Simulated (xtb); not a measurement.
SrF2, SMILES [F][Sr][F]. All values are semi-empirical tight-binding results from xtb (GFN2-xTB unless named), good for trends rather than for accurate numbers. Geometry: GFN2-xTB. The isomer is the one that the SMILES or the coordinates give; other isomers of the formula were not compared.

Optimised geometry:

```xyz
3

Sr     0.0000     0.0000    -0.4226
F      0.0000    -1.5395     0.8922
F      0.0000     1.5395     0.8922
```
Charge 0, spin multiplicity 1.

For metal compounds this method's bond lengths and energies can be far off.

- point group as xtb finds it: C2v
- orbital gap: 1.82 eV
- zero-point energy: 1.2 kcal/mol
- G − E(el) at 298.15 K (modified RRHO): -16.2 kcal/mol

Give the atomic charges and the Wiberg bond orders between heavy atoms. (The exact figures need the calculation; the answer reports its results.)

charges (e) Sr1 0.64, F2 -0.32, F3 -0.32. Bond orders Sr1–F2 1.05, Sr1–F3 1.05.
